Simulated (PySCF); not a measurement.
I$_{3}$Pb (SMILES [I][Pb-]([I])[I]), charge -1, singlet, geometry from GFN2-xTB (such geometries of metal compounds can be far from the true shape) (core potentials on I, Pb). Base run: DF-HF/def2-SVP (PySCF).

Input for PySCF:
```python
from pyscf import gto, scf

mol = gto.Mole()
mol.atom = '''
    Pb   -0.00801113   -0.00941235    0.81054775
    I     0.42898299   -2.52528977   -0.44320013
    I     1.98287322    1.63760001   -0.37950125
    I    -2.39946163    0.90225226   -0.43135362
'''
mol.basis = 'def2-svp'
mol.ecp = {'I': 'def2-svp', 'Pb': 'def2-svp'}
mol.charge = -1
mol.verbose = 4
mol.build()

mf = scf.RHF(mol)
mf = mf.density_fit(auxbasis='def2-universal-jkfit')
mf.kernel()
```

The base run was repeated with changes; each row names its change, and settings that it needs were set with it.

```
change                                                                                                                                                                                                              basis functions        E (Eh)  HOMO (eV)  HOMO-LUMO gap (eV)                outcome
------------------------------------------------------------------------------------------------------------------------------------------------------------------------------------------------------------------  ---------------  ------------  ---------  ------------------  ---------------------
base                                                                                                                                                                                                                            104   -1082.04661      -4.43                9.35              converged
basis = ANO-RCC-VDZP; relativity = spin-free X2C (without mol.ecp = {'I': 'def2-svp', 'Pb': 'def2-svp'}; without mf = mf.density_fit(auxbasis='def2-universal-jkfit'))                                                            -             -          -                   -  cut at the time limit
basis = jorge-DZP-DKH; relativity = spin-free X2C; nucleus = Gaussian (with mol.nucmod = 'G'; without mol.ecp = {'I': 'def2-svp', 'Pb': 'def2-svp'}; without mf = mf.density_fit(auxbasis='def2-universal-jkfit'))              207  -42188.04248      -4.44                9.27              converged
basis = x2c-SVPall; relativity = none (without mol.ecp = {'I': 'def2-svp', 'Pb': 'def2-svp'}; without mf = mf.density_fit(auxbasis='def2-universal-jkfit'))                                                                     170  -36893.04855      -3.29                7.49              converged
basis = jorge-DZP-DKH; relativity = none (without mol.ecp = {'I': 'def2-svp', 'Pb': 'def2-svp'}; without mf = mf.density_fit(auxbasis='def2-universal-jkfit'))                                                                  207  -39532.46694      -3.20                8.28              converged
basis = x2c-SVPall; relativity = spin-free X2C (without mol.ecp = {'I': 'def2-svp', 'Pb': 'def2-svp'}; without mf = mf.density_fit(auxbasis='def2-universal-jkfit'))                                                            170  -42219.42838      -4.32                9.58              converged
basis = jorge-DZP-DKH; relativity = spin-free X2C (without mol.ecp = {'I': 'def2-svp', 'Pb': 'def2-svp'}; without mf = mf.density_fit(auxbasis='def2-universal-jkfit'))                                                         207  -42192.33047      -4.44                9.27              converged
basis = ANO-RCC-VDZP; relativity = none (without mol.ecp = {'I': 'def2-svp', 'Pb': 'def2-svp'}; without mf = mf.density_fit(auxbasis='def2-universal-jkfit'))                                                                     -             -          -                   -  cut at the time limit
basis = ANO-RCC-VDZP; relativity = spin-free X2C; nucleus = Gaussian (with mol.nucmod = 'G'; without mol.ecp = {'I': 'def2-svp', 'Pb': 'def2-svp'}; without mf = mf.density_fit(auxbasis='def2-universal-jkfit'))                 -             -          -                   -  cut at the time limit
basis = x2c-SVPall; relativity = spin-free X2C; nucleus = Gaussian (with mol.nucmod = 'G'; without mol.ecp = {'I': 'def2-svp', 'Pb': 'def2-svp'}; without mf = mf.density_fit(auxbasis='def2-universal-jkfit'))                 170  -42214.65570      -4.32                9.58              converged
```

Absolute energies of different levels of theory aren't comparable as measures of quality.

Basis sets contracted for a relativistic Hamiltonian are a mismatch without it, so the rows without relativity aren't non-relativistic limits. No row has spin-orbit coupling; sets with core potentials leave out the core electrons.
